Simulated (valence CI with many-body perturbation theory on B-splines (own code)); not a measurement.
Level structure of Mo11+

Computed by relativistic CI+MBPT: three valence electrons over a frozen Dirac-Fock core [Ar] 3d10, radial functions for each j: 11 s, 11 p, 10 d, 8 f, 5 g, 2 h, with the one-electron correlation potential Σ1 (screened to all orders), the two-electron term Σ2, the three-electron term Σ3, Breit, model QED; selected single and double excitations, second order for the rest, scaled by the run's own slope (own B-spline code, finite nucleus).

No measured spectrum was set against this ion. As an estimate, levels hold to about 250 cm⁻¹ or 0.2 % of their energy and the worst to 1 %, as in measured heavy ions of charge 2 to 7; those with d or f electrons hold less well.

Levels 46 to 90 of 200, with energies above the lowest level, 4s2.4p 2P°_1/2. "Leading %" is the weight of the configuration and term that name the level; weights of strongly mixed levels are sums over their largest components and can fall short. In the jj column 3d3/2^4 stands for four electrons in 3d with j = 3/2. Lifetimes count E1, E2, E3, M1 and M2 decay at the calculated energies, and are blank where another channel may lead or the interval is too uncertain; long ones can be off by a factor of two.

```tsv
No.	Configuration	Term	J	E (eV)	Leading %	Lifetime	g	Leading jj
46	4p2.4d	2F	5/2	106.08	51	107 ps	0.932	4p1/2 4p3/2 4d3/2 (83 %)
47	4s2.5p	2P°	1/2	106.53	96	22.7 ps	0.666	4s^2 5p1/2 (96 %)
48	4p2.4d	2F	7/2	106.90	49	116 ps	1.147	4p1/2 4p3/2 4d3/2 (65 %)
49	4p2.4d	4F	7/2	107.21	54	79.9 ps	1.271	4p1/2 4p3/2 4d5/2 (91 %)
50	4p2.4d	2P	3/2	107.51	44	38.7 ps	1.151	4p1/2 4p3/2 4d3/2 (76 %)
51	4p2.4d	4D	1/2	107.67	85	48.4 ps	0.099	4p1/2 4p3/2 4d3/2 (96 %)
52	4s2.5p	2P°	3/2	107.85	96	22.9 ps	1.334	4s^2 5p3/2 (96 %)
53	4p2.4d	4F	9/2	108.07	68	88.3 ps	1.268	4p1/2 4p3/2 4d5/2 (80 %)
54	4p2.4d	4D	5/2	108.92	69	45.1 ps	1.291	4p1/2 4p3/2 4d5/2 (54 %)
55	4p2.4d	2P	3/2	109.08	45	32.2 ps	1.249	4p1/2 4p3/2 4d5/2 (73 %)
56	4p2.4d	2G	7/2	109.99	62	94.0 ps	1.001	4p3/2^2 4d3/2 (34 %)
57	4p2.4d	4D	7/2	110.92	56	72.9 ps	1.285	4p3/2^2 4d5/2 (87 %)
58	4p2.4d	2P	1/2	111.27	77	25.0 ps	0.705	4p3/2^2 4d5/2 (58 %)
59	4p2.4d	2G	9/2	111.50	60	127 ps	1.176	4p3/2^2 4d5/2 (77 %)
60	4p2.4d	4P	5/2	112.30	55	10.2 ps	1.421	4p1/2 4p3/2 4d5/2 (73 %)
61	4p2.4d	4P	3/2	112.74	45	10.4 ps	1.296	4p1/2 4p3/2 4d3/2 (68 %)
62	4p2.4d	4P	1/2	113.69	79	8.80 ps	2.345	4p1/2 4p3/2 4d3/2 (59 %)
63	4p2.4d	2D	5/2	113.83	46	11.4 ps	1.258	4p1/2 4p3/2 4d3/2 (24 %)
64	4p2.4d	2D	3/2	114.48	45	10.6 ps	1.236	4p3/2^2 4d3/2 (74 %)
65	4p2.4d	2D	3/2	115.34	85	28.1 ps	0.837	4p1/2 4p3/2 4d5/2 (54 %)
66	4p2.4d	2F	5/2	115.41	50	9.13 ps	0.996	4p3/2^2 4d3/2 (34 %)
67	4p2.4d	2P	1/2	116.16	68	14.5 ps	0.947	4p1/2 4p3/2 4d5/2 (76 %)
68	4p2.4d	2F	7/2	116.27	65	9.57 ps	1.137	4p3/2^2 4d3/2 (38 %)
69	4p2.4d	2S	1/2	117.93	65	12.9 ps	1.902	4p3/2^2 4d3/2 (40 %)
70	4p2.4d	2P	3/2	118.38	68	13.7 ps	1.288	4p3/2^2 4d5/2 (62 %)
71	4p2.4d	2D	5/2	118.43	91	46.8 ps	1.201	4p3/2^2 4d5/2 (83 %)
72	4s.4p.5s	4P°	1/2	119.16	95	9.88 ps	2.588	4s 4p1/2 5s (95 %)
73	4s.4p.5s	4P°	3/2	120.07	90	9.57 ps	1.698	4s 4p1/2 5s (77 %)
74	4p2.4d	2D	5/2	120.40	62	9.92 ps	1.164	4p3/2^2 4d5/2 (57 %)
75	4p2.4d	2D	3/2	120.68	68	10.5 ps	0.791	4p3/2^2 4d3/2 (45 %)
76	4s.4p.4f	4G	5/2	121.31	50	17.5 ps	0.807	4s 4p1/2 4f5/2 (67 %)
77	4s.4p.4f	4F	7/2	121.42	42	19.3 ps	1.137	4s 4p1/2 4f7/2 (57 %)
78	4s.4p.5s	2P°	1/2	121.69	95	8.29 ps	0.730	4s 4p1/2 5s (82 %)
79	4s.4p.4f	4F	3/2	121.80	65	20.1 ps	0.447	4s 4p1/2 4f5/2 (45 %)
80	4s.4p.4f	4F	9/2	121.91	44	21.7 ps	1.260	4s 4p1/2 4f7/2 (66 %)
81	4s.4p.4f	4G	5/2	122.40	44	17.0 ps	0.837	4s 4p1/2 4f5/2 (46 %)
82	4s.4p.5s	4P°	5/2	122.62	99	10.3 ps	1.601	4s 4p3/2 5s (99 %)
83	4s.4p.4f	4G	7/2	122.97	49	17.1 ps	1.121	4s 4p1/2 4f7/2 (39 %)
84	4s.4p.4f	4G	9/2	124.11	52	19.5 ps	1.235	4s 4p3/2 4f7/2 (55 %)
85	4s.4p.5s	2P°	3/2	124.35	91	7.19 ps	1.362	4s 4p3/2 5s (95 %)
86	4s.4p.4f	2G	7/2	124.56	52	40.0 ps	0.926	4s 4d3/2 4d5/2 (22 %)
87	4s.4p.4f	4G	11/2	124.85	100	15.6 ps	1.273	4s 4p3/2 4f7/2 (100 %)
88	4s.4p.4f	4D	7/2	125.16	64	14.1 ps	1.331	4s 4p1/2 4f7/2 (36 %)
89	4s.4p.4f	2G	9/2	125.40	46	58.8 ps	1.122	4s 4p3/2 4f5/2 (48 %)
90	4s.4p.4f	4D	5/2	125.95	70	12.6 ps	1.252	4s 4p3/2 4f5/2 (38 %)
```

Names give the largest LS component (configuration and term), which can be under half, so a name can repeat, a term be missing and a line seem to break the LS rules; names also repeat where a configuration has a term twice.

Where two levels of one J and parity lie close, their mixing, g and order are uncertain.
